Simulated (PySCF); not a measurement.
## Continuum solvent and chemical shifts

Cartesian coordinates in Å; atom numbers follow the order of the lines, from 1:
```xyz
18

O    -2.8562   -0.0261   -1.3927
P    -1.9749   -0.2101   -0.2018
C    -1.1840    1.2818    0.5381
C     0.3003    1.1634    0.1954
C     0.6650   -0.3226    0.3118
C     2.0700   -0.6217   -0.1584
F     2.9718    0.0670    0.5483
F     2.2416   -0.3015   -1.4460
F     2.3603   -1.9188   -0.0264
C    -0.3921   -1.1091   -0.4632
H    -2.5790   -0.8763    0.9095
H    -1.3471    1.2738    1.6279
H    -1.6623    2.1816    0.1264
H     0.4731    1.4876   -0.8439
H     0.9331    1.7874    0.8425
H     0.6419   -0.6158    1.3754
H    -0.4495   -2.1709   -0.1880
H    -0.2052   -1.0449   -1.5480
```

GIAO PBE0/pcSseg-1 in PySCF 2.14 on one PBE0-D3(BJ)/def2-SVP conformer, non-relativistic, equivalent nuclei averaged. Solvents enter as an IEF-PCM continuum (cyclohexane with ε = 2.0, tetrahydrofuran with ε = 7.4) around the gas-phase geometry. Shifts are referred to TMS, CFCl3 computed in the same medium.

Gas phase, δ in ppm: C6 131.7, C5 43.9, C10 30.9, C3 30.3, C4 26.2, F7/F8/F9 -88.8, H11 7.63, H17 2.10, H15 1.95, H13 1.80, H14 1.74, H16 1.68, H18 1.57, H12 1.32. Dipole moment 3.62 D.

Problem. How does each δ change in the continuum?

Solution. 
```tsv
atoms	environment	Δδ, cyclohexane	Δδ, tetrahydrofuran
C6	CF3 carbon	+0.8	+1.6
C5	sp3 CH in a ring	+0.2	+0.5
C10	sp3 CH2 bonded to P	+0.3	+0.6
C3	sp3 CH2 bonded to P	+0.4	+0.8
C4	sp3 CH2 in a ring	+0.4	+0.9
F7/F8/F9	fluorine of a CF3 group	+0.3	+0.7
H11	hydrogen on a phosphorus bonded to 2 C, O, in a 5-membered ring	-0.01	+0.02
H17	hydrogen on an sp3 CH2 bonded to P	+0.12	+0.25
H15	hydrogen on an sp3 CH2 in a ring	+0.05	+0.09
H13	hydrogen on an sp3 CH2 bonded to P	+0.05	+0.05
H14	hydrogen on an sp3 CH2 in a ring	+0.03	+0.02
H16	hydrogen on an sp3 CH in a ring	+0.15	+0.36
H18	hydrogen on an sp3 CH2 bonded to P	+0.01	-0.03
H12	hydrogen on an sp3 CH2 bonded to P	+0.16	+0.36
```

Changes are relative to the gas phase. The dipole moment becomes 4.07 D in cyclohexane, 4.63 D in tetrahydrofuran.

Problem. Which nuclei move most (in ppm), and what does the model miss?

Solution. C6 (CF3 carbon, +1.6 ppm) in tetrahydrofuran. A continuum only polarises the solute; specific hydrogen bonds, the anisotropy of aromatic solvents and changes of geometry or conformer are outside it.
